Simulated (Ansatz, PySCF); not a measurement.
C5H8NO, SMILES CN1[CH]CCC1=O, multiplicity 2. Atoms are numbered in the order given.

```xyz
15

C      2.0962    -0.2353    -0.1379
N      0.6609    -0.2819    -0.1187
C     -0.0982    -1.3894    -0.4559
C     -1.5401    -0.9901    -0.4805
C     -1.5469     0.3364     0.2870
C     -0.0970     0.7875     0.3183
O      0.3467     1.8526     0.6834
H      2.4838    -0.4152    -1.1535
H      2.3977     0.7668     0.1946
H      2.5241    -0.9898     0.5416
H      0.3572    -2.1868    -1.0442
H     -2.2016    -1.7509    -0.0371
H     -1.8932    -0.8419    -1.5200
H     -2.1789     1.1207    -0.1507
H     -1.8699     0.2118     1.3337
```
Charge 0, spin multiplicity 2.

Geometry: PBE0-D3(BJ)/def2-SVP. The isomer is the one that the SMILES or the coordinates give; other isomers of the formula were not compared. Other conformers were not sampled.

Two levels are set side by side: PBE-D3(BJ)/def2-SVP (Ansatz, a quantum-chemistry and plane-wave program) and PBE0-D3(BJ)/def2-SVP (Ansatz). Each level has its own optimised geometry; the coordinates shown are those of the second. Frequencies come from the Hessian of PySCF at each geometry. Differences are taken from unrounded values.

```json
[
 {"quantity": "mean bond length (Å)", "PBE0-D3(BJ)": "1.251", "PBE-D3(BJ)": "1.260", "PBE-D3(BJ) minus PBE0-D3(BJ)": "0.009"},
 {"quantity": "bond C1–N2 (Å)", "PBE0-D3(BJ)": "1.436", "PBE-D3(BJ)": "1.445", "PBE-D3(BJ) minus PBE0-D3(BJ)": "0.009"},
 {"quantity": "bond N2–C3 (Å)", "PBE0-D3(BJ)": "1.384", "PBE-D3(BJ)": "1.387", "PBE-D3(BJ) minus PBE0-D3(BJ)": "0.003"},
 {"quantity": "bond N2–C6 (Å)", "PBE0-D3(BJ)": "1.382", "PBE-D3(BJ)": "1.400", "PBE-D3(BJ) minus PBE0-D3(BJ)": "0.019"},
 {"quantity": "bond C3–C4 (Å)", "PBE0-D3(BJ)": "1.496", "PBE-D3(BJ)": "1.503", "PBE-D3(BJ) minus PBE0-D3(BJ)": "0.006"},
 {"quantity": "bond C4–C5 (Å)", "PBE0-D3(BJ)": "1.532", "PBE-D3(BJ)": "1.543", "PBE-D3(BJ) minus PBE0-D3(BJ)": "0.011"},
 {"quantity": "bond C5–C6 (Å)", "PBE0-D3(BJ)": "1.519", "PBE-D3(BJ)": "1.530", "PBE-D3(BJ) minus PBE0-D3(BJ)": "0.011"},
 {"quantity": "bond C6–O7 (Å)", "PBE0-D3(BJ)": "1.210", "PBE-D3(BJ)": "1.224", "PBE-D3(BJ) minus PBE0-D3(BJ)": "0.014"},
 {"quantity": "bond C1–H8 (Å)", "PBE0-D3(BJ)": "1.102", "PBE-D3(BJ)": "1.110", "PBE-D3(BJ) minus PBE0-D3(BJ)": "0.008"},
 {"quantity": "bond C1–H9 (Å)", "PBE0-D3(BJ)": "1.098", "PBE-D3(BJ)": "1.107", "PBE-D3(BJ) minus PBE0-D3(BJ)": "0.009"},
 {"quantity": "bond C1–H10 (Å)", "PBE0-D3(BJ)": "1.102", "PBE-D3(BJ)": "1.110", "PBE-D3(BJ) minus PBE0-D3(BJ)": "0.008"},
 {"quantity": "bond C3–H11 (Å)", "PBE0-D3(BJ)": "1.091", "PBE-D3(BJ)": "1.098", "PBE-D3(BJ) minus PBE0-D3(BJ)": "0.007"},
 {"quantity": "bond C4–H12 (Å)", "PBE0-D3(BJ)": "1.101", "PBE-D3(BJ)": "1.110", "PBE-D3(BJ) minus PBE0-D3(BJ)": "0.009"},
 {"quantity": "bond C4–H13 (Å)", "PBE0-D3(BJ)": "1.108", "PBE-D3(BJ)": "1.118", "PBE-D3(BJ) minus PBE0-D3(BJ)": "0.010"},
 {"quantity": "bond C5–H14 (Å)", "PBE0-D3(BJ)": "1.098", "PBE-D3(BJ)": "1.106", "PBE-D3(BJ) minus PBE0-D3(BJ)": "0.008"},
 {"quantity": "bond C5–H15 (Å)", "PBE0-D3(BJ)": "1.103", "PBE-D3(BJ)": "1.111", "PBE-D3(BJ) minus PBE0-D3(BJ)": "0.009"},
 {"quantity": "highest harmonic wavenumber (cm⁻¹)", "PBE0-D3(BJ)": "3244", "PBE-D3(BJ)": "3159", "PBE-D3(BJ) minus PBE0-D3(BJ)": "-85"},
 {"quantity": "mean harmonic wavenumber (cm⁻¹)", "PBE0-D3(BJ)": "1414", "PBE-D3(BJ)": "1362", "PBE-D3(BJ) minus PBE0-D3(BJ)": "-51"},
 {"quantity": "zero-point energy (kcal/mol)", "PBE0-D3(BJ)": "78.81", "PBE-D3(BJ)": "75.96", "PBE-D3(BJ) minus PBE0-D3(BJ)": "-2.85"}
]
```

GGA bonds tend to be longer and softer than those of functionals with exact exchange. Differences between two approximate levels are no errors against the true value.
